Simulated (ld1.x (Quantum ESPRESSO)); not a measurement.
**Reading a pseudo-wave (Tm)**

Columns: radius, all-electron u(r) and pseudo u(r) of the 5s shell (level -55.15 eV) of thulium in the configuration [Kr] 4d10 4f13 5s2 5p6 5d0 6s1 6p1; LDA (PZ), scalar-relativistic, TM scheme, ld1.x (Quantum ESPRESSO) 7.5.

| r (bohr) | all-electron | pseudo |
| --- | --- | --- |
| 0.185 | 0.3523 | 0.0801 |
| 0.370 | -0.5458 | 0.1995 |
| 0.555 | -0.1485 | 0.4028 |
| 0.740 | 0.5731 | 0.6977 |
| 0.925 | 0.9730 | 0.9707 |
| 1.110 | 1.0626 | 1.0612 |
| 1.295 | 0.9778 | 0.9778 |
| 1.480 | 0.8234 | 0.8234 |
| 1.665 | 0.6577 | 0.6577 |
| 1.850 | 0.5076 | 0.5076 |
| 2.035 | 0.3829 | 0.3829 |
| 2.220 | 0.2839 | 0.2839 |
| 2.405 | 0.2079 | 0.2079 |
| 2.590 | 0.1509 | 0.1509 |
| 2.775 | 0.1088 | 0.1088 |
| 2.960 | 0.0779 | 0.0779 |
| 3.145 | 0.0556 | 0.0556 |
| 3.330 | 0.0395 | 0.0395 |
| 3.515 | 0.0280 | 0.0280 |
| 3.700 | 0.0198 | 0.0198 |
| 3.885 | 0.0140 | 0.0140 |
| 4.070 | 0.0098 | 0.0098 |
| 4.255 | 0.0069 | 0.0069 |
| 4.440 | 0.0048 | 0.0048 |
| 4.625 | 0.0034 | 0.0034 |
| 4.810 | 0.0024 | 0.0024 |

(1) How many radial nodes do the two functions have?

(2) At about which radius was the pseudo-wave matched?

(3) Where does each function peak?

(4) Is the pseudo-wave norm-conserving?

## Answers

(1) The all-electron 5s function has n − l − 1 = 4 (the table is too coarse to show those close to the nucleus); the pseudo-wave has 0, since the states of the same l below it are removed with the core.

(2) 1.30 bohr, where the columns begin to agree (steps of 0.18 bohr).

(3) Outermost all-electron maximum near 1.11 bohr, pseudo maximum near 1.11 bohr (to the table’s step).

(4) Yes: the TM scheme keeps the norm inside the radius equal to the all-electron one, which fixes the energy derivative of the logarithmic derivative at the level.
